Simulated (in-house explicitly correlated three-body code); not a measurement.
Values are calculated unless marked as measured or tabulated.
## Taking the two-electron ground state apart, Z = 2.92

A variational code in 260 exponentially correlated functions gives, for two electrons around a point charge Z = 2.92 (non-relativistic, fixed nucleus, atomic units): E = -6.8562439, <1/r> = 2.607945 per electron, <1/r12> = 1.517912. From its density, U = 3.20199 (Hartree energy) and T_s = 6.816595 (kinetic energy of the doubly filled orbital √(n/2)). Further, <r²> = 0.475273 per electron, <r12²> = 0.988184 and <p1·p2> = 0.278502.

Question: Check the virial theorem, and compare with the screened hydrogenic estimate.

Answer: V = −2Z<1/r> + <1/r12> = -15.230399 + 1.517912 = -13.712487, and 2E = -13.712488, so T = −E = 6.856244. A product of 1s orbitals with exponent Z − 5/16 = 2.6075 gives −2.6075² = -6.79906, which is 57.2 millihartree too high.

Question: Find the exchange and correlation energies of density-functional theory.

Answer: For two electrons in one orbital E_x = −U/2 = -1.600995. The potential part of correlation is U_c = <1/r12> − U − E_x = -0.083083, the kinetic part T_c = T − T_s = 0.039649, and E_c = T_c + U_c = -0.043434 hartree. Restricted Hartree-Fock gives -6.812829, so the correlation energy of wave-function theory is -0.043415.

Question: What do the second moments say about angular correlation and diamagnetism?

Answer: From r12² = r1² + r2² − 2 r1·r2, <r1·r2> = <r²> − <r12²>/2 = -0.01882 bohr². It vanishes for a product of s orbitals, and its negative sign shows that the electrons favour opposite sides of the nucleus. The Langevin susceptibility is −0.79199e-6 × 2<r²> = -0.7528e-6 cm³/mol.

Question: How does a model nuclear mass of 5.8 u change the ionisation energy, to first order in m/M (1 hartree = 27.211386 eV)?

Answer: m/M = 1/(5.8 × 1822.8885) = 9.45827e-05. With a fixed nucleus the second electron is bound by −Z²/2 − E = 2.593044 hartree = 70.5603 eV. The reduced mass scales this by 1 − m/M, a change of -6.674 meV. The mass-polarisation term raises the two-electron state by (m/M)<p1·p2> = 26.34 microhartree, a further -0.717 meV. The sum is 70.5529 eV, before relativistic and QED terms.
